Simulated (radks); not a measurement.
Hf+, configuration [Xe] 4f14 5d1 6s2. Calculated with a radial shooting solver on a logarithmic mesh with Libxc functionals: scalar-relativistic Kohn-Sham, LDA (Slater exchange, Perdew-Zunger correlation), spin-polarised, spherical densities, point nucleus; open shells are filled with parallel spins first (spin-orbit coupling, left out, can overturn this in heavy ions).

Normalised radial functions P(r) = r R(r), r in bohr:

r          4f down    6s up  6s down
0.0008115   0.0000   0.0172   0.0168
0.0011      0.0000   0.0217   0.0213
0.001491    0.0000   0.0272   0.0267
0.00202     0.0000   0.0337   0.0330
0.002738    0.0000   0.0410   0.0402
0.003711    0.0000   0.0488   0.0478
0.005029    0.0000   0.0560   0.0549
0.006815    0.0000   0.0611   0.0599
0.009237    0.0001   0.0613   0.0601
0.01252     0.0002   0.0531   0.0520
0.01697     0.0005   0.0327   0.0320
0.02299     0.0014  -0.0018  -0.0017
0.03116     0.0040  -0.0463  -0.0454
0.04223     0.0112  -0.0861  -0.0844
0.05724     0.0296  -0.0946  -0.0928
0.07757     0.0727  -0.0461  -0.0452
0.1043      0.1605   0.0502   0.0493
0.1413      0.3261   0.1335   0.1309
0.1916      0.5828   0.1005   0.0986
0.2596      0.8948  -0.0643  -0.0631
0.3518      1.1532  -0.1987  -0.1949
0.4768      1.2297  -0.1050  -0.1028
0.6462      1.0895   0.1678   0.1646
0.8758      0.8126   0.3274   0.3209
1.187       0.5124   0.1617   0.1577
1.609       0.2706  -0.2384  -0.2348
2.18        0.1167  -0.5821  -0.5730
2.955       0.0393  -0.6488  -0.6451
4.005       0.0094  -0.4528  -0.4596
5.427       0.0014  -0.1958  -0.2046
7.355       0.0001  -0.0478  -0.0518
9.968       0.0000  -0.0057  -0.0065

4f down: eigenvalue -26.357 eV, 0 radial nodes, <r> = 0.674 bohr, 90 % of the charge inside 1.14 bohr. 6s up: eigenvalue -12.270 eV, 5 radial nodes at r = 0.0227, 0.0903, 0.234, 0.541, 1.36 bohr, <r> = 3.08 bohr, 90 % of the charge inside 4.46 bohr. 6s down: eigenvalue -11.880 eV, 5 radial nodes at r = 0.0227, 0.0903, 0.234, 0.541, 1.35 bohr, <r> = 3.11 bohr, 90 % of the charge inside 4.52 bohr.
